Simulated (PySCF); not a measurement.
# Structure elucidation problem

Molecular formula: C₃H₁₃FO₂Si₃. Simulated spectra:

¹H NMR (400 MHz, computed): δ 5.56 (m, 1H), 5.48 (m, 1H), 5.28 (s, 3H), 5.26 (m, 1H), 4.16 (m, 1H), 1.34 (d, 3H), 1.22 (d, 3H).

¹³C{¹H} NMR (computed): δ 69.7, 28.6, 27.3.

PySCF calculation with coordinates at the GFN2-xTB level and σ from GIAO-PBE0/pcSseg-1; rapidly exchanging positions averaged, non-relativistic Hamiltonian, a single conformation, gas phase.

Chemical shifts δ = σref − σ; ¹H and ¹³C vs TMS, all at this level.

Q: Deduce the structure.

A: 
1. The formula gives 0 degrees of unsaturation.
2. 3 carbon signals for 3 carbons: no two carbons are equivalent.
3. Carbon types of the structure: 1 × CH, 2 × CH3, leaving 6 H on heteroatoms.
4. δC 69.7: sp3 CH bonded to O; pulled downfield by the heteroatom.
5. δC 28.6, 27.3: methyl carbon; saturated and bonded to C and H only.
6. δH 5.56, 5.26: hydrogen on a silicon bonded to F, Si.
7. δH 5.48: hydrogen on a silicon bonded to 2 O, Si.
8. δH 5.28: hydrogen on a silicon bonded to O.
9. δH 4.16: hydrogen on an sp3 CH bonded to O; its carbon carries O, hence the downfield position.
10. δH 1.34, 1.22: hydrogen on a methyl carbon.

These data were computed for `CC(C)O[Si@@H](O[SiH3])[SiH2]F`.

The shifts were computed for this structure.

Splittings by ¹⁹F in the carbon and heteronuclear signals aren't shown, as no couplings were computed. Shifts are as computed. Against solution values, carbons near 30 ppm lie about +3 ppm off and those near 130 ppm about +5 ppm. Of 1211 compounds with measured shifts, 218 miss one by over three times the rms of a fit or turn the order of signals round; such compounds aren't used in these exercises. Multiplicities follow the n + 1 count of equivalent neighbours, as no J values were calculated; m marks all less simple cases, F and P coupling included.
